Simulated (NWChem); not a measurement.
All runs are NWChem calculations. System: Tl, charge 0, spin multiplicity 2. Its SCF solution wasn't tested for a lower state. Level: UB2PLYP/def2-TZVP with def2 effective core potentials on Tl, 4 core orbitals frozen.

Job file:

```
start mol
memory heap 200 mb stack 900 mb global 1100 mb
geometry units angstroms nocenter noautoz
  Tl     0.000000     0.000000     0.000000
  symmetry group D2h
end
basis spherical
  * library def2-tzvp
end
ecp
  Tl library def2-ecp
end
dft
  xc hfexch 0.53 becke88 0.47 lyp 0.73 mp2 0.27
  dftmp2
  odft
  mult 2
  semidirect memsize 60000000 filesize 0
  iterations 100
end
mp2
  freeze core 4
end
task dft energy
```

Part of the output:

```
             Northwest Computational Chemistry Package (NWChem) 7.3.0
             --------------------------------------------------------

                                NWChem Input Module
                                -------------------

 Scaling coordinates for geometry "geometry" by  1.889725989
 (inverse scale =  0.529177249)

                             Geometry "geometry" -> ""
                             -------------------------

 Output coordinates in angstroms (scale by  1.889725989 to convert to a.u.)

  No.       Tag          Charge          X              Y              Z
 ---- ---------------- ---------- -------------- -------------- --------------
    1 Tl                  81.0000     0.00000000     0.00000000     0.00000000

 Effective nuclear repulsion energy (a.u.)       0.0000000000

            Nuclear Dipole moment (a.u.)
            ----------------------------
        X                 Y               Z
 ---------------- ---------------- ----------------
     0.0000000000     0.0000000000     0.0000000000

      Symmetry information
      --------------------

 Group name             D2h
 Group number             26
 Group order               8
 No. of unique centers     1

      Symmetry unique atoms

     1


 Summary of "ao basis" -> "" (spherical)
 ------------------------------------------------------------------------------
       Tag                 Description            Shells   Functions and Types
 ---------------- ------------------------------  ------  ---------------------
 *                         def2-tzvp                  on all atoms

 Summary of "ao basis" -> "ao basis" (spherical)
 ------------------------------------------------------------------------------
       Tag                 Description            Shells   Functions and Types
 ---------------- ------------------------------  ------  ---------------------
 Tl                        def2-tzvp                16       50   6s5p3d2f

 Summary of "ao basis" -> "ao basis" (spherical)
 ------------------------------------------------------------------------------
       Tag                 Description            Shells   Functions and Types
 ---------------- ------------------------------  ------  ---------------------
 Tl                        def2-tzvp                16       50   6s5p3d2f

      Symmetry analysis of basis
      --------------------------

        ag         12
        au          2
        b1g         3
        b1u         9
        b2g         3
        b2u         9
        b3g         3
        b3u         9

            General Information
            -------------------
          SCF calculation type: DFT
          Wavefunction type:  spin polarized.
          No. of atoms     :     1
          No. of electrons :    21
           Alpha electrons :    11
            Beta electrons :    10
          Charge           :     0
          Spin multiplicity:     2
          Use of symmetry is: on ; symmetry adaption is: on
          Maximum number of iterations: 100
          AO basis - number of functions:    50
                     number of shells:    16
          Convergence on energy requested:  1.00D-06
          Convergence on density requested:  1.00D-05
          Convergence on gradient requested:  5.00D-04

              XC Information
              --------------
                     Hartree-Fock (Exact) Exchange  0.530
                    Becke 1988 Exchange Functional  0.470
              Lee-Yang-Parr Correlation Functional  0.730
[...]
 Vector   11  Occ=0.000000D+00  E=-2.839178D-02  Symmetry=b1u
              MO Center=  1.0D-29, -2.4D-15, -3.7D-14, r^2= 6.1D+00
   Bfn.  Coefficient  Atom+Function         Bfn.  Coefficient  Atom+Function
  ----- ------------  ---------------      ----- ------------  ---------------
    21      0.552706  1 Tl pz                18      0.392099  1 Tl pz
    12     -0.298223  1 Tl pz                15      0.239118  1 Tl pz
     9      0.059243  1 Tl pz

 Vector   12  Occ=0.000000D+00  E=-2.839178D-02  Symmetry=b2u
              MO Center= -7.1D-30,  2.1D-16, -1.1D-15, r^2= 6.1D+00
   Bfn.  Coefficient  Atom+Function         Bfn.  Coefficient  Atom+Function
  ----- ------------  ---------------      ----- ------------  ---------------
    20      0.552706  1 Tl py                17      0.392099  1 Tl py
    11     -0.298223  1 Tl py                14      0.239118  1 Tl py
     8      0.059243  1 Tl py

 Vector   13  Occ=0.000000D+00  E=-7.329285D-03  Symmetry=b3u
              MO Center= -1.0D-15, -2.4D-15,  1.8D-16, r^2= 7.0D+00
   Bfn.  Coefficient  Atom+Function         Bfn.  Coefficient  Atom+Function
  ----- ------------  ---------------      ----- ------------  ---------------
    19      0.661912  1 Tl px                16      0.284999  1 Tl px
    10     -0.275778  1 Tl px                13      0.233326  1 Tl px
     7      0.054724  1 Tl px

   alpha - beta orbital overlaps
   -----------------------------

   alpha      1      2      3      4      5      6      7      8      9     10
    beta      1      2      3      4      5      6      7      8      9     10
 overlap   1.000  1.000  1.000  1.000  1.000  1.000  1.000  1.000  0.999  0.998

   alpha     11     12     13     14     15     16     17     18     19     20
    beta     13     11     12     16     14     15     22     20     21     17
 overlap   0.973  1.000  1.000  0.973  1.000  1.000  0.803  1.000  1.000  1.000

   alpha     21     22     23     24     25     26     27     28     29     30
    beta     18     19     23     24     25     26     27     28     29     30
 overlap   1.000  0.804  1.000  1.000  0.999  1.000  1.000  1.000  1.000  1.000

   alpha     31     32     33     34     35     36     37     38     39     40
    beta     31     32     33     34     35     36     37     38     39     40
 overlap   1.000  1.000  1.000  1.000  1.000  1.000  1.000  1.000  1.000  1.000

   alpha     41     42     43     44     45     46     47     48     49     50
    beta     41     42     43     44     45     46     47     48     49     50
 overlap   1.000  1.000  1.000  1.000  1.000  1.000  1.000  1.000  1.000  1.000

     --------------------------
     Expectation value of S2:
     --------------------------
      <S2> =      0.7532 (Exact =     0.7500)

                   NWChem MP2 Semi-direct Energy/Gradient Module
                   ---------------------------------------------

  Basis functions       =     50
  Molecular orbitals    =     50
  Frozen core           =      4
  Frozen virtuals       =      0
  Active alpha occupied =      7
  Active beta occupied  =      6
  Active alpha virtual  =     39
  Active beta virtual   =     40
  Use MO symmetry       = T
  Use skeleton AO sym   = T

  AO/Fock/Back tols     =   1.0D-09  1.0D-09  1.0D-09

 GA uses MA = F    GA memory limited = T

 Available:
  local mem=  4.43D+07
 global mem=  1.44D+08
 local disk=  0.00D+00
  mp2_memr nvloc                    39
  nvloc new                    39
   1 passes of   7:        3145728                      18744                   1187797.
   1 passes of   7: M     44313153           G      144174200           F      41167425.

 Semi-direct pass number   1 of   1  for UHF alpha       at        0.5s
  vrange nnbf                  1275
  mp2_eaftype                    10  avail_ma_in_mb                   386
 EAF : mp2_eaftype filesize          10     593898.
  mp2_eaf for mointskh                     10
Node 0 wrote      2.8 Mb in      0.0 s     Agg I/O rate:  1345.1 Mb/s
 Done moints_semi at        0.9s
  mp2_eaftype                    10  avail_ma_in_mb                   386
 EAF : mp2_eaftype filesize          10     593898.
  mp2_eaf for kh                    10
 Done maket at        0.9s
 Done multipass loop at        0.9s

 GA uses MA = F    GA memory limited = T

 Available:
  local mem=  4.43D+07
 global mem=  1.44D+08
 local disk=  0.00D+00
  mp2_memr nvloc                    40
  nvloc new                    40
   1 passes of   6:        3145728                      17095                   1044742.
   1 passes of   6: M     44313153           G      144174200           F      41167425.

 Semi-direct pass number   1 of   1  for UHF beta        at        1.0s
  vrange nnbf                  1275
  mp2_eaftype                    10  avail_ma_in_mb                   386
 EAF : mp2_eaftype filesize          10     522371.
  mp2_eaf for mointskh                     10
Node 0 wrote      2.4 Mb in      0.0 s     Agg I/O rate:  3641.6 Mb/s
 Done moints_semi at        1.4s
  mp2_eaftype                    10  avail_ma_in_mb                   386
 EAF : mp2_eaftype filesize          10     522371.
  mp2_eaf for kh                    10
 Done maket at        1.4s
 Done multipass loop at        1.4s

          -------------------------------------------
          DFT energy                    -172.166097401093
          Unscaled MP2 energy             -0.405678852669
          Total DFT+MP2 energy          -172.275630691314
          -------------------------------------------

 -----------------------
 Performance information
 -----------------------

 Timer overhead =  1.37D-07 seconds/call

               Nr. of calls         CPU time (s)                 Wall time (s)                GFlops
             ---------------    -------------------     ------------------------------   -------------------
Name         Min   Avg   Max    Min     Avg     Max     Min     Avg     Max   Mx/calls   Min     Max     Sum
mp2: moin     2     2     2   0.79    0.79    0.79     0.79    0.79    0.79    0.39      0.0     0.0     0.0
mp2: make     2     2     2   1.79E-2 1.79E-2 1.79E-2  1.79E-2 1.79E-2 1.79E-2 8.97E-3   0.0     0.0     0.0
mp2: tota     1     1     1   0.86    0.86    0.86     0.86    0.86    0.86    0.86      0.0     0.0     0.0

 The average no. of pstat calls per process was 5.00D+00
 with a timing overhead of 6.85D-07s

 Task  times  cpu:        1.3s     wall:        1.3s

 Total times  cpu:        1.4s     wall:        1.4s
```
